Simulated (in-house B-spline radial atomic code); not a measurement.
## Ionising Sr V (Sr4+) with different functionals

Computed with a B-spline radial code for spherical atoms: four-component Dirac-Coulomb Hamiltonian, Fermi nucleus of rms radius 4.224 fm, spin-restricted, spherical fractional occupations for the functionals. The ionisation energy is the difference of two self-consistent energies, [Ar] 3d10 4s2 4p4 → [Ar] 3d10 4s2 4p3, without Breit or QED terms; ε is the level of the shell that loses the electron (mean over j). The electron is taken from both j subshells in proportion to 2j + 1, so the result is a j average, not the step between ground levels.

Hybrids are left out here: with spherical fractional occupations of an open shell their exact exchange keeps a self-interaction that integer-occupation calculations don't have.

```
           method  rung  ΔSCF (eV)  -ε(4p) (eV)
         LDA VWN5   LDA      72.38        64.83
 relativistic LDA   LDA      72.35        64.81
         LDA PW92   LDA      72.37        64.82
LDA exchange-only   LDA          ?            ?
              PBE   GGA      72.14        64.62
           PBEsol   GGA      72.16        64.64
             BLYP   GGA          ?            ?
             RPBE   GGA      72.09        64.58
             PW91   GGA      72.25        64.72
             BP86   GGA      72.28        64.75
             AM05   GGA      72.16        64.63
             OLYP   GGA      72.26        64.75
```

(1) What does LDA exchange-only give?

(2) What does BLYP give?

(3) How do they compare with the NIST value?

Results:

(1) ΔSCF 70.72 eV, and -ε(4p) = 63.19 eV.

(2) ΔSCF 72.00 eV, and -ε(4p) = 64.46 eV.

(3) NIST lists 70.7 eV ± 0.6 (semi-empirical, ground level to ground level). Errors run from +0.02 to +1.68 eV. The correlated functionals all miss on the same side by more than they spread, so the cause is common to them (Breit-QED terms, spin polarisation, the choice among j levels, multiplet and fine-structure energies, or a listed next ion that isn't the cheapest removal here) and closeness doesn't rank the functionals.
